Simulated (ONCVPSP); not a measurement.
## Pseudopotential generation for Ba (Z = 56): ONCV, PBE, scalar-relativistic.

* Element: barium
* Generator: ONCVPSP 4.0.1
* Type: optimised norm-conserving Vanderbilt (ONCV)
* Functional: PBE
* Relativity: scalar-relativistic
* Frozen core: [Kr] 4d10
* Valence charge: 10
* Reference configuration: 5s2 5p6 6s2
* Partial waves: 5s+6s: rc 2.90 bohr, ncon 4, nbas 9, qcut 5.1 1/bohr, 2 projectors; 5p: rc 2.90 bohr, ncon 3, nbas 7, qcut 4 1/bohr, 2 projectors, debl 1.3 Ha; d scattering state at 0.22 Ha: rc 2.25 bohr, ncon 5, nbas 9, qcut 4.5 1/bohr, 2 projectors, debl 0.5 Ha
* Local potential: polynomial inside 1.55 bohr (lpopt 3, dvloc0 0 Ha)
* Core correction: Teter function fitted to the true core (icmod 2), fcfact 0.15

In the d channel the program set the typed energies aside and used 0.050, 0.550 Ha.

All-electron outer shells of the reference configuration (PBE, scalar-relativistic, ld1.x):

```
shell  level (eV)  outermost node (bohr)  outermost maximum (bohr)
   5s      -33.67                   0.80                      1.47
   5p      -18.74                   0.86                      1.67
   6s       -3.23                   1.97                      4.16
```

Question: Estimate the cutoffs (Ha) at which the residual kinetic energy of the hardest occupied pseudo-wave falls to 1 and 0.1 mHa per electron.

Answer: 7.0 Ha and 8.7 Ha.

Question: Does the potential have ghost states?

Answer: No bound ghost flagged; GHOST(+) flagged for s at 50.1 eV.

Question: Tests: 5s2 5p6 6s1; 5s2 5p6 6s0; 5s2 5p6 6s1.5; 5s1 5p6 6s2. Which has the largest error in its energy relative to the reference configuration, and how large is it?

Answer: 5s1 5p6 6s2, with -123 meV (all-electron minus pseudo) on +38.80 eV.
